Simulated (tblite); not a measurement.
Compound: C6H7O2Si (doublet state).
Atom-mapped SMILES: `[O:1][c:2]1[cH:3][cH:4][cH:5][cH:6][c:7]1[O:8][SiH3:9]` (hydrogens: H10 on C3; H11 on C4; H12 on C5; H13 on C6; H14, H15, H16 on Si9)

Computed geometry: GFN2-xTB, gas phase. This method treats the open shell by occupation alone, without spin polarisation.

Task: List the bond lengths, angles and torsions at this level.

Result: 
```
            bond  length (pm)     order
           O1–C2        125.4    single
           C2–C3        142.0  aromatic
           C3–C4        136.8  aromatic
           C4–C5        140.6  aromatic
           C5–C6        137.9  aromatic
           C6–C7        139.2  aromatic
           C7–O8        129.8    single
          O8–Si9        168.9    single
           C2–C7        145.5  aromatic
          C3–H10        107.9    single
          C4–H11        108.0    single
          C5–H12        107.9    single
          C6–H13        107.9    single
Si9–H14, Si9–H15        145.9    single
         Si9–H16        147.8    single
```

Bonds in one row agree within 1 pm and their mean is given. Orders are formal, as drawn. A selection of angles:
```
    angle  degrees
 O1–C2–C3    126.2
 O1–C2–C7    115.7
 C3–C2–C7    118.1
 C2–C3–C4    119.8
 C3–C4–C5    121.3
 C4–C5–C6    121.1
 C5–C6–C7    119.3
 C6–C7–O8    124.3
 C2–C7–C6    120.5
 C2–C7–O8    115.2
C7–O8–Si9    122.2
```

Torsions: C6–C7–O8–Si9 180° (antiperiplanar).

Si9 and O1 aren't drawn bonded (4 bonds apart) but lie 2.20 Å from each other; Cordero's covalent radii sum to 1.77 Å. C4 (carbon bonded to 2 C and H) is planar (angles 121.3°, 119.8° and 118.9°, sum 360.0°, 0.00 Å off the plane of its three neighbours). Of the pairs four or more bonds apart, those above aside, O1···H14 is among the closest relative to their van der Waals radii: 2.37 Å, 87 % of the sum of Bondi's values. The 9 heavy atoms lie in one plane (0.000 Å rms). The 6 C–C bonds span 1.368 Å (C3–C4, aromatic) to 1.455 Å (C2–C7, aromatic), a spread of 0.087 Å. C2 (carbon bonded to 2 C and O) is planar (angles 126.2°, 118.1° and 115.7°, sum 360.0°, 0.00 Å off the plane of its three neighbours). C7 (carbon bonded to 2 C and O) is planar (angles 124.3°, 120.5° and 115.2°, sum 360.0°, 0.00 Å off the plane of its three neighbours).

Point group: Cs (tolerance 0.08 Å). Its GFN2-xTB frequencies are all real (lowest 106 cm⁻¹).

One conformer stands for the species.
